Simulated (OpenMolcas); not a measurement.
An atom or ion with 21 electrons was computed by MS-CASPT2, IPEA 0.25 Eh, imaginary shift 0.1 Eh with spin-orbit coupling (OpenMolcas, ANO-RCC-VQZP, DKH2). The lowest levels that the run gave, each within 12 % of the measured value where one is at hand:

| J | Parity | E (cm-1) | g |
| --- | --- | --- | --- |
| 3/2 | even | 0.0 | 0.399 |
| 5/2 | even | 520 | 1.029 |
| 7/2 | even | 1220 | 1.238 |
| 9/2 | even | 2070 | 1.334 |
| 1/2 | even | 19620 | 2.652 |
| 3/2 | even | 19800 | 1.724 |
| 5/2 | even | 20450 | 1.600 |
| 7/2 | even | 20890 | 0.889 |
| 9/2 | even | 21610 | 1.109 |
| 3/2 | even | 26950 | 1.140 |
| 1/2 | even | 27170 | 0.685 |
| 9/2 | even | 29250 | 0.912 |

Q: Which ion is it, and what are the configurations and terms?

A: Fe5+ (Z = 26, charge +5; active space 3 electrons in 5 orbitals (3d)). J, parity and g give the terms where levels are pure, and mixed ones are named by the computed weights; the size of the splittings, set against known spectra of the 21-electron sequence, gives the charge. In order, with the measured energies in cm-1 (Corliss and Sugar, J. Phys. Chem. Ref. Data 11, 135 (1982)): 3d3 4F 3/2, 3d3 4F 5/2 (511), 3d3 4F 7/2 (1188), 3d3 4F 9/2 (2001), 3d3 4P 1/2 (18738), 3d3 4P 3/2 (18942), 3d3 4P 5/2 (19611), 3d3 2G 7/2 (20616), 3d3 2G 9/2 (21315), 3d3 2P 3/2 [60 %] (26215), 3d3 2P 1/2 (26496), 3d3 2H 9/2 (28724).

Term energies are means over components that CASPT2 splits; among the terms shown or strongly mixed into the levels shown the widest spread is 760 cm-1 (3d3 4F). Computed and measured levels are paired by configuration, term and J; levels that our copy of the source lacks, or whose pairing is in doubt (as where it misses far off the trend of its configuration), stay unpaired and out of the deviations. Levels of configurations outside the active space are missing.

A share in square brackets marks a mixed level and gives the weight of the term that names it.
